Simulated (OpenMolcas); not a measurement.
**Ta4+: moving the ligands**

Ta4+ with 4 ligands (chloride) in tetrahedral coordination (Td) at 2.31 Å. Ligand basis ANO-RCC-VDZP.

```
Program             : OpenMolcas
Method              : CASSCF
Basis               : ANO-RCC-VDZP [7s6p4d2f1g]
Scalar Hamiltonian  : DKH2, point nucleus
Active space        : 1 electron in 5 orbitals (5d)
State averaging     : 2S+1 = 2 even, 5 roots
Spin-orbit coupling : state interaction with AMFI integrals over the reference wave functions
```

Runs around this geometry, states (labels of Td). Energies in cm-1 above the lowest state or level, χT in cm3 K/mol; 10Dq is the gap between the two states; 10Dq is negative for this site.

```json
{"R (Å)": "2.26", "Ground state": "2E", "First state of that spin": "2T2 9808", "10Dq": "-9808", "First gap with spin-orbit (degeneracies)": "10479 (4, 4)", "χT at 300 K": "0.215"}
{"R (Å)": "2.31", "Ground state": "2E", "First state of that spin": "2T2 9347", "10Dq": "-9347", "First gap with spin-orbit (degeneracies)": "10062 (4, 4)", "χT at 300 K": "0.201"}
{"R (Å)": "2.37", "Ground state": "2E", "First state of that spin": "2T2 8805", "10Dq": "-8805", "First gap with spin-orbit (degeneracies)": "9590 (4, 4)", "χT at 300 K": "0.185"}
```

Taking |10Dq| as R^-n, n = -ln(8805 / 9808) / ln(2.37 / 2.26) = 2.3 between the shortest and longest distance. The point-charge formula for a cubic d site gives n = 5.

An orbital doublet at a regular site is open to a Jahn-Teller distortion, which this geometry leaves out. With metal d orbitals alone the field can be off either way by tens of per cent. Ligand-to-metal charge-transfer states are missing. The least metal-like active orbital is 66 % on the metal (Löwdin) and no ligand orbital is active, so the numbers are rough (holds for R = 2.26). The least metal-like active orbital is 69 % on the metal (Löwdin) and no ligand orbital is active, so the numbers are rough (holds for R = 2.31). The least metal-like active orbital is 71 % on the metal (Löwdin) and no ligand orbital is active, so the numbers are rough (holds for R = 2.37). No measured value stands beside these numbers; the geometry is a model, was not optimised and need not be the one that this ion takes.
